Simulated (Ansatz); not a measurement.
Isomers of Tl3Cl3⁺ (doublet), relaxed with PBE-D4/def2-SVP; total energies from Ansatz at PBE0-D4/def2-TZVP.

| isomer | description | energy (Eh) |
| --- | --- | --- |
| A | point group Cs; 4 × Cl–Tl 2.61 to 2.96 Å | -1897.75043 |
| B | point group Cs; 3 × Cl–Tl 2.85 to 2.96 Å | -1897.74502 |
| C | point group not assigned; 4 × Cl–Tl 2.88 to 2.95 Å | -1897.74649 |
| D | point group C2v; 1 × Cl–Tl 2.72 Å | -1897.74505 |
| E | point group Cs; 4 × Cl–Tl 2.75 to 2.92 Å | -1897.74244 |

In the def2 sets Tl takes a core potential; there is no spin–orbit coupling.

The isomers come from a short search, and lower ones may exist.

Question: Work out the relative energies (1 Eh = 2625.5 kJ/mol) and the Boltzmann populations at 800 K from electronic energies alone (R = 8.314 J/mol/K).

Answer: ΔE: A 0.0, B 14.2, C 10.3, D 14.1, E 21.0 kJ/mol. RT = 6.65 kJ/mol. Factors exp(−ΔE/RT): A 1, B 0.118, C 0.212, D 0.12, E 0.0425; sum 1.492. Populations: A 67.0 %, B 7.9 %, C 14.2 %, D 8.0 %, E 2.8 %. Zero-point energy, vibrational entropy and symmetry numbers are left out and can shift these; an error of 4 kJ/mol changes a ratio by a factor of 1.8. Over the other density-functional and correlated levels in def2 sets, the gap between A and C ranges from -3 to 28 kJ/mol.
